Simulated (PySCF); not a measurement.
Gas-phase reaction: 2 GaF + 4 FO ⇌ Ga₂F₆ + 4 O

Computed with PySCF and rigid-rotor harmonic-oscillator thermochemistry at 1 bar. † marks an energy on the PBE0/def2-TZVP geometry and frequencies; other levels use their own. MP2 freezes the core. 6-31G* has spherical d functions here. Open shells (unrestricted): FO (multiplicity 2, electronic degeneracy 4), O (multiplicity 3, electronic degeneracy 9); the rest are closed-shell singlets. Spin-orbit splitting is ignored; it lowers the true energy and changes the entropy of FO, O. Ga: all electrons, no relativistic terms. Ga₂F₆: computed as isolated molecules; such fragments, hydroxides, amides, oligomers or adducts are transient or little studied in the gas. MP2 isn't extrapolated to the basis-set limit; its ΔH°(298 K) is -1216.3 kJ in def2-SVP and -1121.5 kJ in def2-TZVPP. The harmonic model lacks anharmonicity and excited electronic states, which grow with temperature; levels with a mode under 35 cm⁻¹ are left out. Soft modes under 120 cm⁻¹ make the harmonic entropy rough for Ga₂F₆.

```csv
level,"ΔE electronic, kJ","ΔH°(298 K), kJ","ΔS°(298 K), J/K","ΔG°(1000 K), kJ"
HF/6-31G*,-1595,-1589,-258,-1354
HF/def2-TZVP†,-1567,-1562,-248,-1338
MP2/def2-SVP†,-1221,-1216,-248,-992
PBE0/def2-TZVP,-848,-843,-248,-619
LDA/def2-TZVP†,-528,-523,-248,-299
ωB97X-V/def2-TZVP†,-874,-869,-248,-645
```
ΔH° is lowest at HF/6-31G* and highest at LDA/def2-TZVP†. No reference value is set beside these.
